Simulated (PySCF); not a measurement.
Labels have come off several samples. The candidates:

A. SMILES C(C(C=C)(C)C=O)=C
B. `O[C@H]1CC[C@@H](Cl)CC1`
C. `C(/C=C/C)=C/OC(C)=O`

Spectrum 1. ¹³C{¹H} NMR (computed): δ 74.4 (CH), 62.7 (CH), 37.0 (CH2), 34.4 (CH2).

Spectrum 2. ¹³C{¹H} NMR (computed): δ 171.7 (C), 139.4 (CH), 137.5 (CH), 131.5 (CH), 119.2 (CH), 23.3 (CH3), 22.8 (CH3).

Spectrum 3. ¹³C{¹H} NMR (computed): δ 202.2 (CH), 150.7 (CH), 126.9 (CH2), 60.1 (C), 24.3 (CH3).

Method: σ from GIAO-PBE0/pcSseg-1, GFN2-xTB geometry, in PySCF (non-relativistic, averaged over atoms made equivalent by symmetry, fast rotation or ring inversion, isolated molecule, one conformer).

Referencing at the same level of theory: TMS for ¹³C (σref 186.93). Shifts are as computed. Against solution values, carbons near 30 ppm lie about +3 ppm off and those near 130 ppm about +5 ppm; carbons on Cl a further +6 ppm. Of 1211 compounds with measured shifts, 218 miss one by over three times the rms of a fit or turn the order of signals round; such compounds aren't used in these exercises. Carbons bonded to Cl come out too deshielded.

Question: Match each spectrum to its structure.

Answer: 1–B, 2–C, 3–A.

- Spectrum 1 (B): 4 ¹³C signals; δC 74.4 is an sp3 CH bonded to O; δC 62.7 is an sp3 CH bonded to Cl.
- Spectrum 2 (C): 7 ¹³C signals; δC 171.7 is an ester carbonyl carbon; δC 139.4 is an alkene carbon bearing oxygen.
- Spectrum 3 (A): 5 ¹³C signals; δC 202.2 is an aldehyde carbonyl carbon; δC 150.7 is an alkene CH.
